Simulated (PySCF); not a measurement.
# Molecular orbitals of KB⁺

PBE0 at R = 3.379 Å; basis K def2-SVPD, B def2-SVPD; no relativity; PySCF 2.14. State: ²Π (doublet), unpaired electrons π ↑, a second solution, started from another occupation. Only the outer orbitals are listed, counted within each symmetry.

```
spin  orbital  occ.  ε (eV)  on K (%)  main shells (%)
   α       5σ     1  -44.57       100          100 K s
   α       6σ     1  -26.97       100          100 K p
   α       2π     1  -26.97       100          100 K p
   α       2π     1  -26.96       100          100 K p
   α       7σ     1  -15.24         1           99 B s
   α       3π     1   -9.62         1           99 B p
   α       8σ     0   -7.09        15   84 B p, 11 K s
   α       3π     0   -6.65         3           96 B p
   α       9σ     0   -4.94        91    86 K s, 8 B p
   β       5σ     1  -44.57       100          100 K s
   β       6σ     1  -26.97       100          100 K p
   β       2π     1  -26.97       100          100 K p
   β       2π     1  -26.96       100          100 K p
   β       7σ     1  -13.96         2           97 B s
   β       8σ     0   -6.76        17   80 B p, 14 K s
   β       3π     0   -6.33         4           95 B p
   β       3π     0   -5.15        10           89 B p
```

Problem. Which are the highest filled and the lowest empty level, where do they sit, and how wide is the gap?

Solution. Highest filled α 3π at -9.62 eV (in %: 99 B p); lowest empty α 8σ at -7.09 eV (in %: 84 B p, 11 K s); the gap at PBE0 is 2.53 eV.

```json
{
 "bond order (Mayer)": "0.07",
 "⟨S²⟩": "0.756",
 "charge on K (Mulliken, basis-dependent)": "0.97",
 "charge on K (Löwdin, basis-dependent)": "0.90",
 "dipole moment (positive dipole points towards B; it is taken about the centre of mass and depends on that origin)": "-2.33 D"
}
```
